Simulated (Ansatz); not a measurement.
H$_{4}$OSeSn, SMILES `[OH][SnH2][SeH]`. The species carries charge 0 and has multiplicity 1. Sn takes the def2 core potential.

| atom | x (Å) | y (Å) | z (Å) |
| --- | --- | --- | --- |
| O1 | 0.238 | -0.813 | -1.536 |
| Sn2 | 0.652 | 0.104 | 0.151 |
| Se3 | -1.462 | 0.275 | 1.524 |
| H4 | -0.344 | -1.566 | -1.412 |
| H5 | 1.742 | -0.831 | 1.070 |
| H6 | 1.231 | 1.615 | -0.364 |
| H7 | -2.058 | 1.215 | 0.566 |

(1) What are the harmonic wavenumbers in cm⁻¹ at PBE0-D4/def2-TZVP (Ansatz, finite differences of forces, unscaled)? (Estimate.)

(2) Is this a minimum?

(3) Give the ideal-gas thermochemistry at 298.15 K and 1 bar (rigid rotor, harmonic oscillator; point group C1, symmetry number 1).

Answers

(1) Ansatz gave: 113, 142, 211, 246, 371, 515, 599, 628, 656, 684, 865, 1949, 1980, 2444, 3889.

(2) Yes, all 15 modes are real.

(3) Zero-point energy 91.5 kJ/mol; H(298) − E = 110.8 kJ/mol; entropy 346.1 J/(mol·K), of which translation 176.0, rotation 114.9, vibration 55.2; G(298) − E = 7.6 kJ/mol.
